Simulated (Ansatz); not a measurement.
CH8BInSi, SMILES `[SiH3]B[CH2][InH2]` at its PBE0-D4/def2-TZVP geometry, where that method's forces vanish. The species carries charge 0 and has multiplicity 1. In takes the def2 core potential.

```xyz
12

Si    1.2569   -0.7700   -0.8306
B     0.4085    1.0258   -0.4595
C    -1.0734    1.0780   -0.4845
In   -0.7863   -0.2565    1.4049
H     0.6897   -1.6822    0.2750
H     0.8164   -1.4694   -2.0681
H     2.7259   -0.9151   -0.6661
H     1.0634    1.9195   -0.0023
H    -1.6864    0.3619   -1.0316
H    -1.6231    1.9820   -0.2217
H     0.2765    0.1174    2.6931
H    -2.0682   -1.3915    1.3914
```

Q: What forces (eV/Å) does PBE-D4/def2-TZVPP give on these atoms in Ansatz? (Estimate.)

A: Ansatz gave: 
```
Si1 -0.017  0.165 -0.005
B2   0.165 -0.051 -0.008
C3  -0.056  0.049 -0.100
In4  0.039 -0.027  0.067
H5  -0.036 -0.106  0.082
H6  -0.053 -0.091 -0.121
H7   0.154 -0.033  0.025
H8   0.075  0.090  0.039
H9  -0.136 -0.129 -0.107
H10 -0.121  0.180  0.055
H11  0.078  0.028  0.089
H12 -0.092 -0.076 -0.018
```
